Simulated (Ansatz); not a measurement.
`[TeH]B1N[SiH2]1` + `[NH2][AlH][SiH3]` → `[NH2][AlH][SiH2][TeH]` + `B1N[SiH2]1`  (formal exchange of groups at a Te–B bond)

Isolated molecules relaxed with PBE0-D4/def2-TZVP in Ansatz; ΔE leaves out vibrations. CBS: MP2 limit from def2 TZ/QZ plus the TZ coupled-cluster correction, frozen cores. DFT in def2-TZVPP. Elements past krypton have def2 core potentials. For Te outer-core shells are correlated without core-valence functions, which leaves a few kJ/mol of doubt a bond. One conformer a species, not always the lowest.

| level | ΔE (kJ/mol) | difference from CCSD(T)/CBS |
| --- | --- | --- |
| PBE-D4 | -11.8 | 0.5 |
| B2PLYP | -9.1 | 3.2 |
| r2SCAN | -11.2 | 1.1 |
| PBE0 | -12.6 | -0.3 |
| SCS-MP2/def2-TZVPP | -6.3 | 6.0 |
| CCSD(T)/def2-TZVPP | -6.4 | 5.9 |
| HF/def2-QZVPP | -13.5 | -1.2 |
| SCS-MP2/def2-QZVPP | -9.7 | 2.6 |
| HF/CBS(def2) | -13.6 | -1.3 |
| MP2/CBS(def2) | -12.6 | -0.3 |
| CCSD(T)/CBS | -12.3 | 0 |

Largest T1 diagnostic among the species: 0.014.

In def2-TZVPP, CCSD(T) changes the Hartree–Fock value by +6.8 kJ/mol (the triples alone add +0.8 kJ/mol) and MP2 by +6.5 kJ/mol.
